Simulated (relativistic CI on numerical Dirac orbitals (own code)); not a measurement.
**Slater and spin-orbit integrals, Er XXXIII**

These numbers are calculated, not measured: Dirac-Coulomb-Breit CI, separate exchange-only KLI orbitals for each configuration, model QED (radiative potential, 1s self-energy scaled to tabulated hydrogen-like ionisation energies), unscaled Slater integrals (own radial code, finite nucleus).

Slater integrals F^k, G^k are unscaled and averaged over j, outside the closed core [Ar] 3d10; ζ comes from projecting the Hamiltonian with its Breit term on Σ l·s of the shell.

- 4s²4p⁵4d: ζ(4p) = 310810, F^2(4p,4d) = 213180, G^1(4p,4d) = 264960, G^3(4p,4d) = 169800, ζ(4d) = 38820 cm⁻¹; <r>(4p) = 0.4719, <r^2>(4p) = 0.2518, <r>(4d) = 0.4743, <r^2>(4d) = 0.2569 (bohr units).
- 4s4p⁶4d: G^2(4s,4d) = 209750, ζ(4d) = 39046 cm⁻¹; <r>(4s) = 0.4596, <r^2>(4s) = 0.2374, <r>(4d) = 0.4744, <r^2>(4d) = 0.2571 (bohr units).
- 4s²4p⁵4f: ζ(4p) = 309920, F^2(4p,4f) = 216490, G^2(4p,4f) = 173000, G^4(4p,4f) = 127130, ζ(4f) = 5999.1 cm⁻¹; <r>(4p) = 0.4722, <r^2>(4p) = 0.2521, <r>(4f) = 0.4483, <r^2>(4f) = 0.2274 (bohr units).

Averages of the first 10 configurations, taken without configuration mixing, which lowers the lowest level and can move excited configurations by several eV; other configurations of the list can lie among them:

```tsv
Configuration	Parity	States	Average energy above the lowest level (eV)
4s²4p⁶	even	1	0.3
4s²4p⁵4d	odd	60	162.6
4s4p⁶4d	even	20	297.3
4s²4p⁵4f	even	84	332.1
4s4p⁶4f	odd	28	467.0
4s²4p⁵5s	odd	12	536.5
4p⁶4d4f	odd	140	766.1
4p⁶4d²	even	45	598.3
4p⁵4d³	odd	720	757.7
4p⁵4d²4f	even	3780	923.4
```
